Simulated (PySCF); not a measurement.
BF, triplet, geometry from GFN2-xTB (the spin is typed, not shown lowest). Base run: B3LYP/aug-cc-pVDZ (PySCF).

PySCF was given this input:
```python
from pyscf import gto, scf, dft

mol = gto.M(
    atom='''
B    -0.00000000   -0.00000000   -0.86212211
F     0.00000000    0.00000000    0.47895673
''',
    basis='aug-cc-pvdz',
    spin=2,
    verbose=4,
)

mf = dft.UKS(mol)
mf.xc = 'b3lyp'
mf.kernel()
mo_i, mo_e, stable_i, stable_e = mf.stability(internal=True, external=False, return_status=True, nroots=6, tol=1e-6)
print('internally stable:', stable_i, ' externally stable:', stable_e)
if not stable_i:
    umf = mf.copy()
    umf.scf_summary = {}
    umf.kernel(umf.make_rdm1(mo_i, mf.mo_occ))
mf.analyze()
```

The bond that is stretched is that between atoms 2 and 1. A test that says stable can miss a lower solution.

Variants of this job, named by their change:

```csv
change,ΔE vs base (eV),<S^2>,E after following the instability (Eh),<S^2> there,stability test says
base,0.00,2.002,-124.55273,2.00,internal instability
bond × 1.25,1.23,2.003,-124.50762,2.00,internal instability
bond × 1.5,2.78,2.019,-,-,internally stable (external not tested)
bond × 1.8,3.69,2.028,-,-,internally stable (external not tested)
bond × 2.2,4.04,2.010,-124.40445,2.01,internal instability
bond × 3.0,4.12,2.005,-,-,internally stable (external not tested)
```

On stretching, the SCF can end on different states; <S^2> shows the spin contamination of each.
